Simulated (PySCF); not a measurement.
Atoms are numbered as in `[F:1][SiH:2]([SiH3:3])[SiH3:4]` (H(Xn): hydrogen on atom n).

Geometry: PBE0-D3(BJ)/def2-SVP; GIAO shifts from PySCF, gas phase, non-relativistic, averaged over equivalent atoms.

At PBE0/pcSseg-1 (124 basis functions, 13 s wall time on 1 thread of an Arm Neoverse N1, shared host):
```json
{"atoms": "F1", "δ (ppm)": "-260.5"}
{"atoms": "Si2", "δ (ppm)": "28.8"}
{"atoms": "Si3/Si4", "δ (ppm)": "-106.0"}
{"atoms": "H(Si2)", "δ (ppm)": "6.13"}
{"atoms": "H(Si3)/H(Si4)", "δ (ppm)": "3.61"}
```

References, each an isolated molecule treated in the same way: ¹⁹F (177.25 ppm) against CFCl3; TMS for ²⁹Si (351.99 ppm), ¹H (31.27 ppm).

Question: Estimate the result of repeating the calculation with B97-2/pcSseg-2.

Answer: 
| atoms | δ at B97-2/pcSseg-2 | change |
| --- | --- | --- |
| F1 | -247.3 | +13.2 |
| Si2 | 17.1 | -11.7 |
| Si3/Si4 | -106.0 | +0.0 |
| H(Si2) | 6.14 | +0.01 |
| H(Si3)/H(Si4) | 3.60 | -0.01 |

References, each an isolated molecule treated in the same way: ¹⁹F (σ = 177.41 ppm) against CFCl3; TMS for ²⁹Si (σ = 347.59 ppm), ¹H (σ = 31.36 ppm).

The largest change is at F1 (fluorine bonded to Si). Cost: 263 basis functions, 44 s wall time on 1 thread of an Arm Neoverse N1, shared host.

Unscaled 19F shifts against computed CFCl3 carry errors that often reach 10 to 50 ppm.
